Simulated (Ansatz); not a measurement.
A nudged elastic band was laid between two geometries of Cl2H3NOTi + H2 (10 atoms, charge 0, multiplicity 1).

These are results of Ansatz, RKS PBE-D4/def2-SVP, not measurements.

```
movable images  : 9
climbing image  : yes
spring          : 5.0 eV/Å²
optimiser       : quadratic models (default)
start path      : through a guess of the saddle point
force threshold : 0.5 eV/Å
iteration limit : 60
end points      : relaxed
```

First end point:

```xyz
10
Properties=species:S:1:pos:R:3
Ti -0.237 -0.391 -0.180
O -0.498 0.322 1.419
H -1.224 0.594 2.009
N 1.492 0.060 -0.665
H 1.959 -0.245 -1.527
H 2.108 0.655 -0.097
Cl -1.661 0.450 -1.658
Cl -0.440 -2.600 -0.172
H 2.075 2.187 2.034
H 1.435 1.762 1.970
```

Last end point:

```xyz
10
Properties=species:S:1:pos:R:3
Ti -0.085 0.353 -0.169
O 0.798 0.107 1.910
H 0.109 -0.474 2.305
N 1.681 0.143 -0.688
H 2.390 -0.256 -0.062
H 2.051 0.310 -1.630
Cl -1.030 1.072 -2.013
Cl -1.358 -1.359 0.628
H -0.186 1.894 0.580
H 0.636 1.003 2.271
```

Problem. What changes between the two ends?

Solution. Bonds broken: H9–H10. Bonds formed: Ti1–H9, O2–H10. Cl2H3NOTi + H2 becomes Cl2H5NOTi.

Problem. What energy profile does the band end with?

Solution. It converged. The highest image is number 7 of 0 to 10, 30.3 kcal/mol above the first end and 7.2 kcal/mol above the last; the last end lies 23.1 kcal/mol above the first. The threshold of 0.5 eV/Å is loose, so the images may lie well off the minimum-energy path. The order of the point at the top wasn't checked. The orbitals stay closed-shell, which can raise the energy where a bond breaks towards radicals; this wasn't checked here.

| image | path coordinate (Å) | energy (kcal/mol) | H9–H10 (Å) | Ti1–H9 (Å) | O2–H10 (Å) |
| --- | --- | --- | --- | --- | --- |
| 0 | 0.00 | 0.0 | 0.77 | 4.11 | 2.47 |
| 1 | 0.81 | 0.2 | 0.77 | 4.06 | 2.51 |
| 2 | 1.63 | 0.6 | 0.77 | 3.87 | 2.56 |
| 3 | 2.44 | 1.8 | 0.77 | 3.56 | 2.50 |
| 4 | 3.25 | 4.0 | 0.77 | 3.29 | 2.44 |
| 5 | 4.06 | 8.3 | 0.77 | 2.73 | 2.09 |
| 6 | 4.87 | 25.5 | 0.85 | 2.11 | 1.62 |
| 7 | 5.68 | 30.3 | 1.47 | 1.81 | 1.01 |
| 8 | 6.51 | 26.6 | 1.68 | 1.76 | 0.99 |
| 9 | 7.34 | 24.2 | 1.89 | 1.73 | 0.98 |
| 10 | 8.17 | 23.1 | 2.08 | 1.72 | 0.98 |

Problem. What is the geometry of the highest image?

Solution. 
```xyz
10
Properties=species:S:1:pos:R:3:forces:R:3
Ti 0.189 0.219 -0.079 0.12 0.12 0.18
O 0.070 0.183 2.196 -0.23 0.28 -0.10
H -0.881 0.144 2.438 0.09 -0.27 0.01
N 1.881 -0.002 -0.778 -0.11 0.07 0.03
H 2.367 -0.898 -0.889 0.03 0.00 0.02
H 2.403 0.774 -1.204 0.01 -0.03 -0.03
Cl -1.172 1.264 -1.447 0.02 0.01 -0.08
Cl -0.585 -1.870 0.169 -0.06 0.01 0.04
H 0.518 1.811 0.718 -0.05 -0.07 -0.17
H 0.216 1.166 2.007 0.18 -0.13 0.10
```

The band took 8 iterations and roughly 8 core-minutes.

Time of the run: 2.1 min on 4 threads of Arm Neoverse V1, with other jobs on the host, peak memory 0.21 GiB.
